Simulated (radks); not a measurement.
The numbers below are computed, except where a source is named.
Ta41+, 32 electrons, occupied as [Ar] 3d10 4s2 4p2. Level of theory: non-relativistic Kohn-Sham, LB94 model potential, spin-polarised, spherical densities, point nucleus; open shells are filled with parallel spins first (spin-orbit coupling, left out, can overturn this in heavy ions); relativity is left out, which matters for an element this heavy (a radial shooting solver on a logarithmic mesh with Libxc functionals).

Unscreened Slater integrals over Kohn-Sham orbitals (hartree). They are taken over the spin-up orbitals.

integral     value
F0(4p,4p)   2.0995
F2(4p,4p)   1.0949
F0(4p,4s)   2.0881
G1(4p,4s)   1.4039
F0(4p,3d)   2.6662
F2(4p,3d)  0.76396
G1(4p,3d)  0.24813
G3(4p,3d)  0.25044
F0(4p,3p)   2.6043
F2(4p,3p)  0.83279
G0(4p,3p)  0.22108
G2(4p,3p)  0.26911
F0(4s,4s)   2.0783
F0(4s,3d)   2.6296
G2(4s,3d)  0.23523
F0(4s,3p)   2.5713
G1(4s,3p)  0.26183
F0(3d,3d)   4.9587
F2(3d,3d)   2.5458
F4(3d,3d)   1.6422
F0(3d,3p)   4.5492
F2(3d,3p)   2.1801
G1(3d,3p)   2.3127
G3(3d,3p)   1.5465
F0(3p,3p)   4.3053
F2(3p,3p)   2.1768

Derived for the open shells (J is the average intra-shell exchange parameter used in DFT+U). 4p: J = F2/5 = 0.2190 hartree.
